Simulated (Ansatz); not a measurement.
Abridged output of a molecular run in Ansatz:

```
Functional definition: HF
1484 factors; integrals over basis functions are off by at most 8.4e-4 eV
mean field evaluation 1: about -17081.0325 eV, gradient 3.4e1 eV
mean field evaluation 2: about -17081.2254 eV, gradient 3.4e1 eV
mean field evaluation 4: about -17084.5926 eV, gradient 3.8e0 eV
mean field evaluation 8: about -17084.6592 eV, gradient 2.1e-1 eV
mean field -17084.65940625 eV, -627.8496527815 hartree, gradient 6.4e-6 eV, S^2 0.000000; 0 other end points of the search recorded, 0 dependent functions left out
12 core orbitals not correlated: weight in the atoms' cores, before any rotation towards them, 1.000 or more for the frozen orbitals, at most 0.000 for the correlated occupied ones
reference -17084.65940625 eV, -627.8496527815 hartree; 12, 12 occupied and 234, 234 virtual orbitals, 1484 factors
second order -16.29878444 eV of doubles, -0.00000000 eV of singles
cycle   1  -17.27429551 eV  change   -9.8e-1 eV  update   9.2e-2
cycle   2  -17.80673707 eV  change   -5.3e-1 eV  update   2.9e-2
cycle   3  -17.86500704 eV  change   -5.8e-2 eV  update   1.1e-2
cycle   4  -17.85964211 eV  change    5.4e-3 eV  update   3.4e-3
cycle   5  -17.85915044 eV  change    4.9e-4 eV  update   1.6e-3
cycle   6  -17.85907096 eV  change    7.9e-5 eV  update   4.9e-4
cycle   7  -17.85885653 eV  change    2.1e-4 eV  update   2.2e-4
cycle   8  -17.85881689 eV  change    4.0e-5 eV  update   8.1e-5
cycle   9  -17.85884080 eV  change   -2.4e-5 eV  update   3.5e-5
cycle  10  -17.85884154 eV  change   -7.3e-7 eV  update   1.4e-5
perturbative correction -0.64548158 eV, -0.0237210104 hartree
Total energy: -17103.16372936 eV, -628.5296741132 hartree
```

Its atoms:

Cartesian coordinates in Å:
```
N -1.155 1.681 -1.051
C -0.838 0.741 0.016
Si 0.753 -0.215 -0.356
Al 1.328 -1.871 1.367
H -2.031 2.157 -0.873
H -1.249 1.204 -1.938
H -0.668 1.302 0.942
H -1.635 0.014 0.244
H 1.879 0.745 -0.554
H 0.571 -0.913 -1.669
H 2.638 -2.762 1.224
H 0.408 -2.085 2.649
```

(1) Which basis set was used?
A. def2-SVP
B. def2-QZVPP
C. def2-SVPD
D. def2-TZVPP

(2) Write the keys of the input that set method, charge and spin (a neutral closed shell needs none for the last two).

## Answers

(1) D. It gives 258 functions.

(2) 
```yaml
correlation: {method: ccsd_t}
```
